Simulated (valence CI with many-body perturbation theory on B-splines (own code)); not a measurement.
## E1 line list for As²⁺

Computed by relativistic CI+MBPT: three valence electrons over a frozen Dirac-Fock core [Ar] 3d10, radial functions for each j: 11 s, 11 p, 10 d, 8 f, 5 g, 2 h, with the one-electron correlation potential Σ1, the two-electron term Σ2, the three-electron term Σ3, Breit, model QED; selected CI, second order for the rest, scaled by the run's own slope (own B-spline code, finite nucleus).

Against 13 measured levels this calculation errs by 212 cm⁻¹ on average and by 566 at most. These come from a selection out of Moore, Atomic Energy Levels, vol. II, NSRDS-NBS 35 (1971 reprint of NBS Circular 467, 1952), an old analysis. Levels without a partner in it may be off by more.

Lines 351 to 400 of 534 in falling wavelength, among levels below 207799 cm⁻¹, chosen from the strongest by gf and those to the six lowest levels. Wavelengths and rates use the calculated energies, so an error of 200 cm⁻¹ moves a line at 1219 Å by 0.24 % and its rate by three times that or more. Electric multipoles are in the length gauge, E1 and E2 with the static RPA response of the core. Weak lines are less certain than strong ones. Lines between different terms over intervals too small for the method are left out, as are lines whose strength nearly cancels. Where a level lies close to another of its J and parity, the split of strength between their lines is uncertain. The highest levels of a list are the least certain.

Names give the largest LS component (configuration and term), which can be under half, so a name can repeat, a term be missing and a line seem to break the LS rules; names also repeat where a configuration has a term twice.

| λ vac (Å) | λ from measured levels | Upper | Lower | A (s⁻¹) | S (a.u.) with core polarisation | S without |
| --- | --- | --- | --- | --- | --- | --- |
| 1226 |  | 4p³ ²D°_5/2 | 4s4p² ²D_3/2 | 2.50e+06 | 1.36e-02 | 1.97e-02 |
| 1224 |  | 4s4p5s ²P°_3/2 | 4s4p² ²S_1/2 | 1.82e+07 | 6.60e-02 | 4.83e-02 |
| 1222 |  | 4s²6f ²F°_7/2 | 4s²4d ²D_5/2 | 5.91e+06 | 4.25e-02 | 5.47e-02 |
| 1221 |  | 4s²6f ²F°_5/2 | 4s²4d ²D_3/2 | 7.19e+06 | 3.87e-02 | 4.67e-02 |
| 1219 | 1214 | 4s4p² ²D_3/2 | 4s²4p ²P°_3/2 | 4.90e+06 | 1.75e-02 | 2.28e-02 |
| 1215 |  | 4s4p4d ²D°_3/2 | 4s4p² ²P_3/2 | 4.89e+07 | 1.73e-01 | 2.01e-01 |
| 1214 | 1209 | 4s4p² ²D_5/2 | 4s²4p ²P°_3/2 | 9.43e+07 | 4.99e-01 | 6.17e-01 |
| 1212 |  | 4s4p4d ²D°_5/2 | 4s4p² ²P_3/2 | 2.86e+08 | 1.51e+00 | 1.70e+00 |
| 1211 |  | 4s4p5s ²P°_3/2 | 4s²5s ²S_1/2 | 4.17e+07 | 1.46e-01 | 1.43e-01 |
| 1193 |  | 4s4p4d ²D°_3/2 | 4s4p² ²P_1/2 | 3.49e+08 | 1.17e+00 | 1.31e+00 |
| 1179 |  | 4s²7p ²P°_1/2 | 4s4p² ²S_1/2 | 1.47e+07 | 2.38e-02 | 2.30e-02 |
| 1177 | 1172 | 4s4p² ²D_3/2 | 4s²4p ²P°_1/2 | 1.15e+08 | 3.70e-01 | 4.49e-01 |
| 1173 |  | 4s²7p ²P°_3/2 | 4s4p² ²S_1/2 | 6.87e+06 | 2.19e-02 | 1.93e-02 |
| 1147 |  | 4s²6p ²P°_3/2 | 4s4p² ²D_5/2 | 9.16e+07 | 2.73e-01 | 2.57e-01 |
| 1147 |  | 4s²6p ²P°_1/2 | 4s4p² ²D_3/2 | 1.08e+08 | 1.60e-01 | 1.51e-01 |
| 1143 |  | 4s²6p ²P°_3/2 | 4s4p² ²D_3/2 | 8.64e+06 | 2.55e-02 | 2.34e-02 |
| 1142 |  | 4s²8p ²P°_3/2 | 4s4p² ²P_3/2 | 3.96e+06 | 1.16e-02 | 1.08e-02 |
| 1122 |  | 4p³ ⁴S°_3/2 | 4s4p² ²D_3/2 | 3.76e+05 | 1.05e-03 | 1.20e-03 |
| 1117 |  | 4s²7f ²F°_7/2 | 4s²4d ²D_5/2 | 6.93e+07 | 3.82e-01 | 4.24e-01 |
| 1117 |  | 4s²7f ²F°_5/2 | 4s²4d ²D_5/2 | 4.16e+06 | 1.72e-02 | 1.91e-02 |
| 1116 |  | 4s²7f ²F°_5/2 | 4s²4d ²D_3/2 | 5.68e+07 | 2.34e-01 | 2.59e-01 |
| 1109 |  | 4s4p4d ²D°_3/2 | 4s4p² ²S_1/2 | 7.54e+07 | 2.03e-01 | 2.21e-01 |
| 1098 |  | 4s4p4d ²D°_3/2 | 4s²5s ²S_1/2 | 1.11e+07 | 2.89e-02 | 3.18e-02 |
| 1093 |  | 4s4p4d ⁴F°_3/2 | 4s4p² ²D_3/2 | 8.31e+06 | 2.14e-02 | 2.41e-02 |
| 1089 |  | 4s²7f ²F°_5/2 | 4s4p² ²P_3/2 | 4.15e+06 | 1.59e-02 | 1.79e-02 |
| 1089 |  | 4s4p4d ⁴F°_5/2 | 4s4p² ²D_5/2 | 5.06e+06 | 1.94e-02 | 2.16e-02 |
| 1085 |  | 4s4p4d ⁴F°_5/2 | 4s4p² ²D_3/2 | 4.56e+05 | 1.73e-03 | 1.63e-03 |
| 1046 |  | 4s4p5s ⁴P°_1/2 | 4s4p² ²D_3/2 | 3.95e+06 | 4.47e-03 | 4.16e-03 |
| 1043 |  | 4s²4f ²F°_7/2 | 4s4p² ⁴P_5/2 | 4.24e+06 | 1.90e-02 | 1.97e-02 |
| 1043 |  | 4s²4f ²F°_5/2 | 4s4p² ⁴P_5/2 | 2.71e+05 | 9.10e-04 | 9.40e-04 |
| 1040 |  | 4s²8p ²P°_1/2 | 4s²5s ²S_1/2 | 2.75e+07 | 3.05e-02 | 3.17e-02 |
| 1038 |  | 4s²8p ²P°_3/2 | 4s²5s ²S_1/2 | 2.13e+07 | 4.71e-02 | 4.84e-02 |
| 1035 |  | 4s4p5s ⁴P°_3/2 | 4s4p² ²D_3/2 | 2.54e+06 | 5.57e-03 | 5.11e-03 |
| 1024 |  | 4s²4f ²F°_5/2 | 4s4p² ⁴P_3/2 | 5.27e+05 | 1.68e-03 | 1.75e-03 |
| 1020 |  | 4p³ ²D°_3/2 | 4s4p² ⁴P_5/2 | 2.01e+06 | 4.20e-03 | 4.93e-03 |
| 1016 |  | 4s4p5s ⁴P°_5/2 | 4s4p² ²D_3/2 | 1.95e+05 | 6.05e-04 | 5.36e-04 |
| 1014 |  | 4p³ ²D°_5/2 | 4s4p² ⁴P_5/2 | 4.90e+05 | 1.51e-03 | 1.94e-03 |
| 1002 |  | 4p³ ²D°_3/2 | 4s4p² ⁴P_3/2 | 7.35e+04 | 1.46e-04 | 1.62e-04 |
| 1001 |  | 4p³ ²P°_3/2 | 4s4p² ²D_5/2 | 3.81e+08 | 7.54e-01 | 9.46e-01 |
| 1001 |  | 4p³ ²P°_1/2 | 4s4p² ²D_3/2 | 4.22e+07 | 4.17e-02 | 7.60e-02 |
| 998.1 |  | 4p³ ²P°_3/2 | 4s4p² ²D_3/2 | 1.80e+07 | 3.54e-02 | 4.78e-02 |
| 997.2 |  | 4p³ ²D°_5/2 | 4s4p² ⁴P_3/2 | 1.17e+06 | 3.43e-03 | 3.64e-03 |
| 990.6 |  | 4p³ ²D°_3/2 | 4s4p² ⁴P_1/2 | 1.55e+06 | 2.98e-03 | 3.33e-03 |
| 984.1 |  | 4s4p4d ⁴D°_3/2 | 4s4p² ²D_5/2 | 2.06e+07 | 3.87e-02 | 4.65e-02 |
| 983.9 |  | 4s4p4d ⁴D°_5/2 | 4s4p² ²D_5/2 | 4.67e+06 | 1.32e-02 | 1.52e-02 |
| 983.5 |  | 4s²5f ²F°_7/2 | 4s4p² ²D_5/2 | 3.07e+08 | 1.15e+00 | 1.19e+00 |
| 983.0 |  | 4s²5f ²F°_5/2 | 4s4p² ²D_5/2 | 5.52e+07 | 1.55e-01 | 1.65e-01 |
| 981.0 |  | 4s4p4d ⁴D°_3/2 | 4s4p² ²D_3/2 | 2.59e+07 | 4.82e-02 | 5.42e-02 |
| 980.9 |  | 4s4p4d ⁴D°_1/2 | 4s4p² ²D_3/2 | 4.05e+06 | 3.77e-03 | 2.83e-03 |
| 980.8 |  | 4s4p4d ⁴D°_5/2 | 4s4p² ²D_3/2 | 1.01e+08 | 2.83e-01 | 2.95e-01 |
